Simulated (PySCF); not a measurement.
A side-by-side comparison of computed properties.

First species: H5NSi.
SMILES: `N[SiH3]`

Second species: C5H4F4.
Bonds: F1–C2, C2–C3, C3–C4 (triple), C4–C5, C5–C6, C6–F7, C6–F8, C6–F9. Hydrogens: H10, H11 on C2; H12, H13 on C5.

Levels: CAM-B3LYP/def2-SVPD for dipole moment, HOMO energy, LUMO energy, HOMO–LUMO gap, static isotropic polarisability and electronic spatial extent ⟨r²⟩ about the centre of nuclear charge; TDDFT CAM-B3LYP/def2-SVPD for lowest singlet excitation; TDA CAM-B3LYP/def2-SVPD for lowest triplet excitation (Tamm–Dancoff); GFN2-xTB for rotational constant A and rotational constant C. Geometries: GFN2-xTB. Each structure is a single optimised conformer of the isolated species, non-relativistic unless stated. Electronic properties by PySCF.

The conformers computed, where there is a choice (atom-mapped SMILES and torsion angles):
- `[F:1][CH2:2][C:3]#[C:4][CH2:5][C:6]([F:7])([F:8])[F:9]`: C4–C5–C6–F7 60°

Values for the first species:

```
Dipole moment                                                     : 1.13 D
HOMO energy                                                       : -8.84 eV
LUMO energy                                                       : 0.99 eV
HOMO–LUMO gap                                                     : 9.83 eV
Lowest singlet excitation                                         : 6.27 eV
Lowest triplet excitation (Tamm–Dancoff)                          : 5.91 eV
Static isotropic polarisability                                   : 37.0 au
Electronic spatial extent ⟨r²⟩ about the centre of nuclear charge : 155 bohr²
Rotational constant A                                             : 68.770 GHz
Rotational constant C                                             : 12.407 GHz
```

Estimate the same properties for the second species, and the change in each.

| property | first | second | second less first |
| --- | --- | --- | --- |
| dipole moment | 1.13 D | 0.41 D | -0.72 D |
| HOMO energy | -8.84 eV | -9.60 eV | -0.76 eV |
| LUMO energy | 0.99 eV | 0.76 eV | -0.23 eV |
| HOMO–LUMO gap | 9.83 eV | 10.36 eV | +0.53 eV |
| lowest singlet excitation | 6.27 eV | 5.94 eV | -0.33 eV |
| lowest triplet excitation (Tamm–Dancoff) | 5.91 eV | 5.28 eV | -0.63 eV |
| static isotropic polarisability | 37.0 au | 62.6 au | +25.6 au |
| electronic spatial extent ⟨r²⟩ about the centre of nuclear charge | 155 bohr² | 1721 bohr² | +1566 bohr² |
| rotational constant A | 68.770 GHz | 4.607 GHz | -64.163 GHz |
| rotational constant C | 12.407 GHz | 0.593 GHz | -11.814 GHz |

On the first: The dipole matches unit charges of opposite sign 0.24 Å apart (1 e·Å = 4.8032 D). S1 lies 3.56 eV below the HOMO–LUMO gap; its leading configuration is HOMO→LUMO, weight 0.95.

On the second: The dipole matches unit charges of opposite sign 0.09 Å apart (1 e·Å = 4.8032 D). In wavenumbers S1 is 47900 cm⁻¹ (1 eV = 8065.54 cm⁻¹).
